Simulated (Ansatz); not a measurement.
`[NH2][Zn][SiH2]F` + BH₃ → `[BH2][Zn][NH2]` + `F[SiH3]` at 500 K and 1 bar (formal exchange of groups at a Zn–Si bond).

Program: Ansatz. Geometries: PBE0-D4/def2-TZVP. ΔE: electronic, gas phase. CBS: MP2 limit from def2 TZ/QZ plus the TZ coupled-cluster correction, frozen cores. This one scheme is used for every species. For Zn outer-core shells are correlated without core-valence functions, which leaves a few kJ/mol of doubt a bond. Scalar relativity is left out up to krypton. One conformer a species, not always the lowest.

| species | CCSD(T)/CBS energy (Eh) | H − E (kJ/mol) | S (J/(mol·K)) |
| --- | --- | --- | --- |
| `[NH2][Zn][SiH2]F` | -2224.42760 | 161.3 | 418.2 |
| BH₃ | -26.55200 | 86.8 | 208.8 |
| `[BH2][Zn][NH2]` | -1860.24610 | 151.9 | 362.1 |
| `F[SiH3]` | -390.72345 | 94.1 | 267.5 |

H − E and S are ideal-gas, rigid-rotor, harmonic terms from PBE0-D4/def2-TZVP, for one conformer and one mirror image of each species. 1 Eh = 2625.50 kJ/mol, R = 8.31446 J/(mol·K).

Problem. By hand: ΔE, ΔH, ΔS and ΔG.

Solution. ΔE = (-1860.24610) + (-390.72345) − (-2224.42760) − (-26.55200) = 0.01005 Eh = 26.4 kJ/mol. Δ(H − E) = 151.9 + 94.1 − 161.3 − 86.8 = -2.1, so ΔH = 24.3 kJ/mol. ΔS = 362.1 + 267.5 − 418.2 − 208.8 = 2.6 J/(mol·K). ΔG = 24.3 − 500 × (2.6)/1000 = 23.0 kJ/mol.

Problem. By hand: the equilibrium constant, and the temperature at which ΔG would vanish if ΔH and ΔS stayed fixed.

Solution. log₁₀ K = −ΔG/(RT ln 10) = -2.4. ΔG = 0 at ΔH/ΔS = 9346 K, far beyond where these terms or the molecules hold.

The number of gas molecules stays the same, so ΔS is small and ΔH decides. A doubt of 5 kJ/mol in ΔE shifts log₁₀ K by 0.5 here. Other conformers and mirror images would add mixing entropy, several J/(mol·K) or more a flexible species. These are equilibria of isolated gas molecules and say nothing of rates. Largest T1 diagnostic: 0.016 (customary marks: 0.02 for closed shells, 0.045 for open ones).
